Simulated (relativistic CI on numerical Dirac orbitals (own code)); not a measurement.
Co²⁺: 3p photoemission

Computed with this model: Dirac-Coulomb-Breit CI, orbitals from a KLI potential per configuration, model QED (radiative potential, 1s self-energy scaled to tabulated hydrogen-like ionisation energies), multiplet model of photoemission in the sudden approximation, unscaled Slater integrals; configurations [Ar] 3d7 → [Ne] 3s2 3p5 3d7; 300 K; Lorentzian 0.8 eV and Gaussian 0.6 eV FWHM. Energies are those of the free ion, without screening or charge transfer. The energies are binding energies and can lie tens of eV above those of solids. S is read from ⟨S²⟩ = S(S + 1).

Field parameters in Wybourne normalisation: D4h B²₀ = −7Ds, B⁴₀ = 21(Dq − Dt), B⁴₄ = 21√(5/14) Dq. The field is a parameter set, without covalency.

free ion: ground-state S = 1.50, centroid 96.91 eV. Peaks (eV, height): 88.2 (100), 92.5 (93), 98.9 (61), 102.8 (8), 104.3 (7), 108.0 (14), 111.0 (48), 111.7 (51).

D4h, 10Dq = 16200, Ds = -1500, Dt = 80 cm⁻¹: ground-state S = 1.50, centroid 96.93 eV. Peaks (eV, height): 88.7 (100), 91.1 (60), 93.2 (68), 99.2 (45), 100.8 (18), 106.1 (10), 109.6 (23), 112.0 (44).

D4h, 10Dq = 16200, Ds = 300, Dt = 80 cm⁻¹: ground-state S = 1.50, centroid 96.93 eV. Peaks (eV, height): 88.6 (100), 91.0 (55), 93.1 (67), 99.2 (46), 100.6 (20), 104.9 (10), 107.4 (8), 109.4 (20), 112.0 (48).

D4h, 10Dq = 16200, Ds = 1200, Dt = 80 cm⁻¹: ground-state S = 1.50, centroid 96.94 eV. Peaks (eV, height): 88.9 (100), 91.1 (63), 93.2 (68), 99.3 (47), 105.2 (10), 106.3 (11), 109.6 (25), 111.3 (44).

D4h, 10Dq = 16200, Ds = 2100, Dt = 80 cm⁻¹: ground-state S = 1.50, centroid 96.94 eV. Peaks (eV, height): 89.1 (100), 91.3 (58), 93.5 (63), 99.5 (43), 106.5 (12), 109.8 (26), 111.4 (44).

D4h, 10Dq = 16200, Ds = 3000, Dt = 80 cm⁻¹: ground-state S = 1.50, centroid 96.94 eV. Peaks (eV, height): 89.1 (100), 91.6 (53), 93.8 (60), 99.6 (39), 106.9 (12), 110.0 (27), 111.5 (43).

Strongest unbroadened transitions for D4h, 10Dq = 16200, Ds = 2100, Dt = 80 cm⁻¹:

```
Energy (eV)  Relative strength
      88.65               62.9
      88.66               22.6
      88.68              100.0
      88.74               28.2
      88.76               29.4
      89.12               78.3
      89.37               45.5
      89.75               32.8
      89.88               30.5
      90.13               32.3
      90.90               28.7
      91.29               27.7
      91.80               26.9
      99.42               48.4
      99.44               51.7
     111.19               52.0
     111.50               23.1
     111.51               39.7
```
